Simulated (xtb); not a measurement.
FH3OSeSi, SMILES F[Se]O[SiH3]. All values are semi-empirical tight-binding results from xtb (GFN2-xTB unless named), good for trends rather than for accurate numbers. Geometry: GFN2-xTB. The values are those of a single conformer.

```json
{
  "orbital_gap": "2.62 eV",
  "zero_point_energy": "18.2 kcal/mol",
  "G − E(el) at 298.15 K (modified RRHO)": "-1.8 kcal/mol",
  "static polarisability (D4 model)": "65.1 bohr³",
  "solvation energy, GFN2-xTB/ALPB(water)": "-0.2 kcal/mol",
  "solvation energy, GFN2-xTB/ALPB(dmso)": "-2.7 kcal/mol"
}
```
